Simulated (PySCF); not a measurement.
Species: C4H3F4N.
Atom-mapped SMILES: `[CH3:1][C@@:2]([F:3])([C:4]#[N:5])[C:6]([F:7])([F:8])[F:9]` (hydrogens: H10, H11, H12 on C1)

Structure optimised with GFN2-xTB, isolated species.

(1) List the bond lengths, angles and torsions at this level.

Results:

(1) 
```
                  bond  length (pm)   order
                 C1–C2        152.6  single
                 C2–F3        138.0  single
                 C2–C4        146.0  single
                 C4≡N5        114.0  triple
                 C2–C6        154.9  single
   C6–F7, C6–F8, C6–F9        133.4  single
C1–H10, C1–H11, C1–H12        108.8  single
```

Bonds in one row agree within 1 pm and their mean is given. Orders are formal, as drawn. A selection of angles:
```
   angle  degrees
C1–C2–F3    109.9
C1–C2–C4    111.0
C1–C2–C6    110.8
F3–C2–C4    109.4
F3–C2–C6    106.8
C4–C2–C6    108.8
C2–C4–N5    178.7
C2–C6–F7    111.4
C2–C6–F8    110.4
C2–C6–F9    112.6
F7–C6–F8    107.0
```

Torsions: C1–C2–C6–F7 58° (synclinal).

The C–C distances run from 1.460 Å (C2–C4, drawn single) to 1.549 Å (C2–C6, drawn single), a spread of 0.089 Å. The 4 C–F bonds span 1.331 Å (C6–F9, drawn single) to 1.380 Å (C2–F3, drawn single), a spread of 0.049 Å. Of the pairs four or more bonds apart, F7···H12 is among the closest relative to their van der Waals radii: 2.56 Å, 96 % of the sum of Bondi's values.

Point group: C1 (no symmetry element, even within 0.4 Å). No GFN2-xTB frequencies stand behind this structure, so it isn't proved a minimum.

The numbers are calculated, not measured.
